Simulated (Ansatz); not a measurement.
Problem. Name a neutral molecule of Se, Si and H with LUMO energy (PBE/def2-TZVPP) between -1.80 and -1.50 eV and HOMO–LUMO gap (PBE0/def2-TZVPP) between 6.00 and 6.30 eV (Ansatz, PBE0-D4/def2-TZVP geometry).

Solution. `[SeH][SiH]([SeH])[SeH]` (-1.68 eV, 6.26 eV). Other molecules can fit too; these were computed, each in one conformer that needn't be the lowest.
